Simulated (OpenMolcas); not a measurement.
Ni3+ among 4 point charges of -2.5 e arranged as a tetrahedron (Td).

- Program: OpenMolcas
- Method: CASSCF
- Basis: ANO-RCC-VDZP [5s4p2d1f]
- Scalar Hamiltonian: DKH2, point nucleus
- Active space: 7 electrons in 5 orbitals (3d)
- State averaging: 2S+1 = 4 even, 10 roots; 2S+1 = 2 even, 40 roots
- Spin-orbit coupling: RASSI with atomic mean-field integrals over the reference wave functions

All point charges move together. At R = 2.12 Å the first state of the same spin is 1180 cm-1, and at R = 2.37 Å it is 737.7 cm-1.

Q: A third run gives 1463 cm-1. What distance was it run at?

A: With a power law R^-n the two known points give n = -ln(737.7 / 1180) / ln(2.37 / 2.12) = 4.21. Then R = 2.12 × (1180 / 1463)^(1/4.21) = 2.014 Å. The run was at 2.01 Å, so the estimate is off by +0.004 Å.

Without dynamic correlation the repulsion within the d shell is too large (B by tens of per cent), so at a given field states of lower spin stand too high. The ground term spreads over less than 5000 cm-1, several times less than with real ligands, so orbital moments are less quenched and χT lies further from the spin-only value than at real sites. Spin-orbit coupling mixes the spin-free states strongly: the lowest level takes only 61 % from its leading state, 4A2 (holds for R = 2.37). This is an electrostatic model: the charges have no orbitals. No measured value stands beside these numbers.
